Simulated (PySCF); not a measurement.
H6GaP3 (SMILES [PH2][Ga]([PH2])[PH2]), singlet, at a GFN2-xTB geometry (such geometries of metal compounds can be far from the true shape); PySCF with DF-B3LYP/6-31G**.

PySCF was given this input:
```python
from pyscf import gto, scf, dft

mol = gto.M(
    atom='''
Ga    0.011165   -0.002631   -0.012442
P    -1.987326   -1.098905    0.708213
H    -1.331655   -2.332646    0.630578
H    -2.409591   -1.189584   -0.622948
P    -0.126665    1.716450   -1.666605
H     0.688890    2.544757   -0.886793
H    -1.283414    2.203710   -1.049713
P     2.113872   -0.685364    0.894596
H     1.525557   -0.779359    2.160267
H     2.465877    0.651964    1.111256
''',
    basis='6-31g**',
    charge=0,
    spin=0,
    verbose=4,
    max_memory=1800,
)

mf = dft.RKS(mol)
mf.xc = 'b3lyp'
mf = mf.density_fit(auxbasis='def2-universal-jkfit')
mf.kernel()
```

**Question.** What does PySCF print? Leave out banner, timings and long lists.

**Answer.** 
```
PySCF version 2.14.0

[INPUT] verbose = 4
[INPUT] num. atoms = 10
[INPUT] num. electrons = 82
[INPUT] charge = 0
[INPUT] spin (= nelec alpha-beta = 2S) = 0
[INPUT] symmetry False subgroup None
[INPUT] Mole.unit = angstrom
[INPUT] Symbol           X                Y                Z      unit          X                Y                Z       unit  Magmom
[INPUT]  1 Ga     0.011165000000  -0.002631000000  -0.012442000000 AA    0.021098792181  -0.004971869434  -0.023511972442 Bohr   0.0
[INPUT]  2 P     -1.987326000000  -1.098905000000   0.708213000000 AA   -3.755501860227  -2.076629486915   1.338328607857 Bohr   0.0
[INPUT]  3 H     -1.331655000000  -2.332646000000   0.630578000000 AA   -2.516463242408  -4.408062085562   1.191619720176 Bohr   0.0
[INPUT]  4 H     -2.409591000000  -1.189584000000  -0.622948000000 AA   -4.553467062217  -2.247987962165  -1.177201109846 Bohr   0.0
[INPUT]  5 P     -0.126665000000   1.716450000000  -1.666605000000 AA   -0.239362159568   3.243620406510  -3.149427007831 Bohr   0.0
[INPUT]  6 H      0.688890000000   2.544757000000  -0.886793000000 AA    1.301813429952   4.808893783570  -1.675795899181 Bohr   0.0
[INPUT]  7 H     -1.283414000000   2.203710000000  -1.049713000000 AA   -2.425300964433   4.164408357965  -1.983670079396 Bohr   0.0
[INPUT]  8 P      2.113872000000  -0.685364000000   0.894596000000 AA    3.994639142387  -1.295150255636   1.690541432131 Bohr   0.0
[INPUT]  9 H      1.525557000000  -0.779359000000   2.160267000000 AA    2.882884917413  -1.472775062715   4.082312985936 Bohr   0.0
[INPUT] 10 H      2.465877000000   0.651964000000   1.111256000000 AA    4.659832186864   1.232033403076   2.099969494280 Bohr   0.0

nuclear repulsion = 489.184402805229
number of shells = 54
number of NR pGTOs = 290
number of NR cGTOs = 116
basis = 6-31g**
ecp = {}

******** <class 'pyscf.df.df_jk.DFRKS'> ********
method = DFRKS
initial guess = minao
damping factor = 0
level_shift factor = 0
DIIS = <class 'pyscf.scf.diis.CDIIS'>
diis_start_cycle = 1
diis_space = 8
diis_damp = 0
SCF conv_tol = 1e-09
SCF conv_tol_grad = None
SCF max_cycles = 50
direct_scf = False
XC library pyscf.dft.libxc version 7.1.2
    S. Lehtola, C. Steigemann, M. J. T. Oliveira, and M. A. L. Marques,  SoftwareX 7, 1–5 (2018)
XC functionals = b3lyp
    P. J. Stephens, F. J. Devlin, C. F. Chabalowski, and M. J. Frisch,  J. Phys. Chem. 98, 11623 (1994)
radial grids:
    Treutler-Ahlrichs [JCP 102, 346 (1995); DOI:10.1063/1.469408] (M4) radial grids

becke partition: Becke, JCP 88, 2547 (1988); DOI:10.1063/1.454033
pruning grids: <function nwchem_prune>
grids dens level: 3
symmetrized grids: False
atomic radii adjust function: <function treutler_atomic_radii_adjust>
small_rho_cutoff = 0
Set gradient conv threshold to 3.16228e-05
Initial guess from minao.
tot grids = 137296
******** <class 'pyscf.df.df.DF'> ********
auxbasis = def2-universal-jkfit
init E= -2951.7683698938
  HOMO = -0.265081809476838  LUMO = -0.0754723625281843  gap/eV = 5.15954
cycle= 1 E= -2952.27184725799  delta_E= -0.503  |g|= 0.55  |ddm|= 3.05
  HOMO = -0.23872084599449  LUMO = -0.0873044555818181  gap/eV = 4.12025
cycle= 2 E= -2952.22226695604  delta_E= 0.0496  |g|=  0.8  |ddm|= 1.31
  HOMO = -0.242707025693223  LUMO = -0.0534468763966514  gap/eV = 5.15003
cycle= 3 E= -2952.31900162141  delta_E= -0.0967  |g|= 0.0388  |ddm|= 0.85
  HOMO = -0.249979931331524  LUMO = -0.0612629978923303  gap/eV = 5.13525
cycle= 4 E= -2952.31952642131  delta_E= -0.000525  |g|= 0.0124  |ddm|= 0.095
  HOMO = -0.248824288989871  LUMO = -0.0592405317890119  gap/eV = 5.15884
cycle= 5 E= -2952.31958943576  delta_E= -6.3e-05  |g|= 0.00205  |ddm|= 0.0279
  HOMO = -0.248693185806972  LUMO = -0.0593785816794421  gap/eV = 5.15151
cycle= 6 E= -2952.31959116294  delta_E= -1.73e-06  |g|= 0.000416  |ddm|= 0.0043
  HOMO = -0.248718285198921  LUMO = -0.0593433499704177  gap/eV = 5.15315
cycle= 7 E= -2952.31959121966  delta_E= -5.67e-08  |g|= 0.000122  |ddm|= 0.000907
  HOMO = -0.248714461162214  LUMO = -0.0593503480361495  gap/eV = 5.15286
cycle= 8 E= -2952.31959122578  delta_E= -6.12e-09  |g|= 1.82e-05  |ddm|= 0.000202
  HOMO = -0.248715970997838  LUMO = -0.0593503886015783  gap/eV = 5.15290
cycle= 9 E= -2952.3195912259  delta_E= -1.26e-10  |g|= 7.6e-06  |ddm|= 4.04e-05
  HOMO = -0.248714972199885  LUMO = -0.0593504602758785  gap/eV = 5.15287
Extra cycle  E= -2952.31959122586  delta_E= 3.82e-11  |g|= 9.64e-06  |ddm|= 2.94e-05
converged SCF energy = -2952.31959122586
```
